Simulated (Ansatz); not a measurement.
Species: dibromogermane, GeH2Br2, net charge 0, singlet state. SMILES: [Br][GeH2][Br]
Structure (B3LYP-D3(BJ)/def2-TZVP (Ansatz, a quantum-chemistry and plane-wave program) minimum search):
```
Ge
H 1 1.5303
H 1 1.5303 2 115.15
Br 1 2.3163 2 108.09 3 -120.94
Br 1 2.3163 2 108.09 3 120.94
```

Wanted: atomisation energy, in kcal/mol. Terms: frozen cores in correlated levels (noble-gas shells and the d and f shells of earlier blocks); six Cartesian d functions in 6-31G* and its kin unless marked 5d; non-relativistic; spin-orbit terms left out; atomisation electronic, to ground-state atoms; UHF or UKS for open shells; no dispersion term unless named; LANL2DZ with its own core potentials from Na on. Ab initio and DFT rows: single points at B3LYP-D3(BJ) geometries (Ansatz).

```
level                              program  atomisation energy (kcal/mol)
---------------------------------  -------  -----------------------------
SVWN5/6-31G*                        Ansatz                          332.0
PBE/STO-3G                          Ansatz                          419.7
BLYP/6-31G* with LANL2DZ past Ar    Ansatz                          250.4
B3LYP/STO-3G                        Ansatz                          411.5
B3LYP/LANL2DZ                       Ansatz                          252.3
B3LYP/6-31G*                        Ansatz                          278.1
B3LYP/6-31G* with LANL2DZ past Ar   Ansatz                          250.4
MP2/STO-3G                          Ansatz                          345.6
PBE/def2-TZVPD                      Ansatz                          291.1
B3LYP/def2-TZVPD                    Ansatz                          283.3
PBE0/def2-TZVPD                     Ansatz                          289.6
```

No value to compare with is used here. The 8 habitual levels span 250.4 (BLYP/6-31G* with LANL2DZ past Ar) to 419.7 kcal/mol (PBE/STO-3G); PBE0/def2-TZVPD gives 289.6.

The levels are drawn from those run, B3LYP/6-31G* more often than the rest, none by its result; left out are runs that failed, that the program found above a lower state of the same kind, or whose <S^2> lies over 0.5 above the pure value.
